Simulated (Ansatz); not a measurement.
Job for Ansatz (an electronic-structure program): U-PBE0/def2-TZVPP on BP, 2S+1 = 5, a spin state set in the input, which need not be the lowest.

Ansatz 0.2 input:
```yaml
crystal:
  periodic: [false, false, false]
  atoms:
    - {symbol: B, position_ang: [0.00000000, 0.00000000, 0.00000000]}
    - {symbol: P, position_ang: [0.00000000, 0.00000000, 1.81500000]}
basis:
  gaussian:
    orbitals: def2-TZVPP
hamiltonian:
  xc: {name: PBE0}
magnetization: {spin_polarized: true, initial_magnetization: 4}
relax: {f_tol: 0.002, max_steps: 120}
```

### Question
Give the final energy of this run.

### Answer
-365.8021 hartree.

### Question
How many basis functions does it have, and what does it roughly cost on one machine?

### Answer
73 functions; around 7 core-seconds (rough).
